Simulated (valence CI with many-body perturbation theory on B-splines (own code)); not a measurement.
**Ce⁺: calculated level list**

Calculated by configuration interaction combined with many-body perturbation theory (CI+MBPT): three valence electrons over a frozen Dirac-Fock core [Xe], radial functions for each j: 7 s, 7 p, 7 d, 7 f, 4 g, 2 h, with the one-electron correlation potential Σ1 (screened to all orders), the two-electron term Σ2, the three-electron term Σ3, Breit, model QED; selected single and double excitations, second order for the rest, scaled by the run's own slope (own B-spline code, finite nucleus).

Set against measurement, 89 paired levels are off by 839 cm⁻¹ on average, the worst by 1676. These come from a selection out of the NIST Handbook of Basic Atomic Spectroscopic Data. Levels without a partner in it may be off by more, other configurations by several thousand cm⁻¹. 1 measured level below the end of the list, from 5119 cm⁻¹ on, found no clear computed partner.

Levels 91 to 135 of 194, with energies above the lowest level, 4f 5d2 4H°_7/2 [a]. "Leading %" is the weight of the configuration and term that name the level; weights of strongly mixed levels are sums over their largest components and can fall short. In the jj column 3d3/2^4 stands for four electrons in 3d with j = 3/2. Lifetimes count E1, E2, E3, M1 and M2 decay at the calculated energies, and are blank where another channel may lead or the interval is too uncertain; long ones can be off by a factor of two.

```tsv
No.	Configuration	Term	J	E (cm⁻¹)	Leading %	Leading jj	Lifetime
91	4f2 6s	2F	5/2	10466	71	4f5/2 4f7/2 6s (86 %)	
92	4f2 5d	4K	15/2	10651	97	4f5/2 4f7/2 5d5/2 (70 %)	
93	4f2 6s	2F	7/2	10709	51	4f5/2 4f7/2 6s (84 %)	
94	4f 5d 6s	4P°	1/2	10723	96	4f5/2 5d5/2 6s (87 %)	4.78 s
95	4f 5d 6s	4P°	3/2	10848	50	4f5/2 5d5/2 6s (29 %)	
96	4f2 5d	4H	7/2	10862	89	4f5/2^2 5d3/2 (51 %)	
97	4f 6s2	2F°	5/2	10911	57	4f5/2 6s^2 (57 %)	
98	4f 5d 6s	4P°	3/2	10954	40	4f5/2 5d5/2 6s (24 %)	
99	4f 5d 6s	2F°	5/2	11187	46	4f7/2 5d5/2 6s (44 %)	
100	4f2 5d	4G	9/2	11263	92	4f5/2 4f7/2 5d5/2 (56 %)	
101	4f 5d2	4F°	3/2	11282	29	4f5/2 5d3/2 5d5/2 (37 %)	
102	4f2 5d	4I	13/2	11348	92	4f5/2 4f7/2 5d5/2 (69 %)	
103	4f 5d2	2H°	9/2	11357	46	4f7/2 5d3/2 5d5/2 (42 %)	94.8 μs
104	4f 5d 6s	2F°	7/2	11363	44	4f7/2 5d5/2 6s (59 %)	
105	4f 5d2	4D°	1/2	11581	43	4f5/2 5d5/2^2 (32 %)	5.24 ms
106	4f 5d2	4D°	5/2	11585	45	4f5/2 5d5/2^2 (30 %)	
107	4f2 5d	2I	11/2	11637	64	4f5/2 4f7/2 5d5/2 (44 %)	
108	4f 5d2	4F°	3/2	11655	51	4f5/2 5d3/2 5d5/2 (41 %)	
109	4f2 5d	4H	9/2	11809	92	4f5/2 4f7/2 5d3/2 (50 %)	
110	4f 5d 6s	4P°	5/2	11905	89	4f7/2 5d3/2 6s (44 %)	140 ms
111	4f2 5d	2F	5/2	12021	69	4f5/2 4f7/2 5d5/2 (34 %)	
112	4f2 5d	4K	17/2	12031	97	4f7/2^2 5d5/2 (81 %)	
113	4f 5d2	4F°	5/2	12043	45	4f7/2 5d3/2 5d5/2 (42 %)	
114	4f 5d2	4F°	7/2	12065	39	4f5/2 5d3/2 5d5/2 (33 %)	
115	4f 5d2	4D°	7/2	12314	78	4f7/2 5d3/2 5d5/2 (51 %)	
116	4f2 5d	4G	11/2	12404	78	4f7/2^2 5d5/2 (63 %)	
117	4f 5d2	2H°	11/2	12418	57	4f7/2 5d5/2^2 (34 %)	
118	4f2 5d	2I	13/2	12433	73	4f7/2^2 5d3/2 (42 %)	
119	4f2 6s	2G	9/2	12486	58	4f7/2^2 6s (87 %)	
120	4f2 5d	4I	15/2	12601	96	4f7/2^2 5d5/2 (57 %)	
121	4f 5d2	2K°	13/2	12627	95	4f5/2 5d3/2 5d5/2 (60 %)	8.74 ms
122	4f2 6s	2G	7/2	12653	45	4f7/2^2 6s (90 %)	
123	4f 5d2	4F°	7/2	12684	29	4f5/2 5d5/2^2 (30 %)	
124	4f 5d2	2D°	5/2	12768	46	4f7/2 5d3/2 5d5/2 (39 %)	
125	4f2 5d	4H	11/2	12848	92	4f5/2 4f7/2 5d5/2 (62 %)	
126	4f 6s2	2F°	7/2	13245	42	4f7/2 6s^2 (42 %)	
127	4f2 5d	2F	7/2	13265	87	4f5/2 4f7/2 5d5/2 (50 %)	
128	4f 5d2	2D°	3/2	13271	75	4f7/2 5d5/2^2 (40 %)	741 μs
129	4f 5d2	4F°	9/2	13411	63	4f7/2 5d3/2 5d5/2 (57 %)	
130	4f 5d2	2H°	9/2	13555	60	4f7/2 5d3/2 5d5/2 (27 %)	
131	4f 5d2	2F°	5/2	13730	48	4f7/2 5d5/2^2 (40 %)	
132	4f 5d2	2H°	11/2	13964	48	4f5/2 5d3/2 5d5/2 (28 %)	10.5 μs
133	4f2 5d	4F	3/2	14060	80	4f5/2^2 5d5/2 (67 %)	
134	4f2 5d	4H	13/2	14095	80	4f7/2^2 5d5/2 (75 %)	
135	4f 5d2	2F°	7/2	14127	70	4f7/2 5d3/2 5d5/2 (57 %)
```

Names give the largest LS component (configuration and term), which can be under half, so a name can repeat, a term be missing and a line seem to break the LS rules; names also repeat where a configuration has a term twice.

Where two levels of one J and parity lie close, their mixing, g and order are uncertain.
